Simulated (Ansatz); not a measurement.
C2H7As, SMILES `C[AsH]C` at its PBE0-D4/def2-TZVP geometry, where that method's forces vanish. The species carries charge 0 and has multiplicity 1.

```xyz
10

C    -0.2890   -1.2717    0.7276
As   -0.7348   -0.2255   -0.8790
C     0.6637    1.1466   -0.6891
H     0.6271   -1.8313    0.5331
H    -1.0904   -1.9836    0.9272
H    -0.1438   -0.6342    1.5997
H    -1.8334    0.5983   -0.2117
H     1.6242    0.7006   -0.9513
H     0.4633    1.9630   -1.3835
H     0.7131    1.5378    0.3270
```

(1) What forces (eV/Å) does PBE-D4/def2-TZVPP give on these atoms in Ansatz? (An estimate is asked.)

Answers

(1) The calculation gave: 
```
C1   0.011 -0.021  0.092
As2 -0.123 -0.212 -0.445
C3   0.048  0.073  0.037
H4   0.173 -0.105 -0.039
H5  -0.152 -0.137  0.041
H6   0.033  0.114  0.179
H7  -0.155  0.132  0.121
H8   0.180 -0.087 -0.050
H9  -0.036  0.158 -0.131
H10  0.021  0.085  0.196
```
